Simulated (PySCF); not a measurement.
tert-butyl acetate: calculation and literature

Structure with atom numbers: `[CH3:1][C:2](=[O:3])[O:4][C:5]([CH3:6])([CH3:7])[CH3:8]` (H(Xn): hydrogen on atom n).

- PBE0-D3(BJ)/def2-SVP structure
- σ from GIAO-CAM-B3LYP/pcSseg-1
- run in PySCF 2.14.0 with density-fitted response routines
- relativity neglected, equivalent nuclei averaged, one computed conformer, no solvent

Reference values: measured (solution, not stated per compound (mostly CDCl3 or CCl4); Pretsch, Buehlmann, Badertscher, Structure Determination of Organic Compounds, 4th ed. (2009)).
```
            atoms  quantity  reference  computed
               C5     δ 13C       79.9      78.9
         C6/C7/C8     δ 13C       28.1      28.8
H(C6)/H(C7)/H(C8)      δ 1H       1.45      1.44
```

Computed shifts are σ(ref) − σ with the named reference compound (TMS for H and C) calculated as an isolated molecule at the same level.

Task: How far are the unscaled 13C shifts from the references?

Result: Mean signed difference -0.15 ppm, mean absolute 0.85 ppm over 2 comparisons; the largest is -1.0 ppm at C5 (fully substituted sp3 carbon bonded to O).

3 of the 8 published NMR values on file for this molecule are compared.
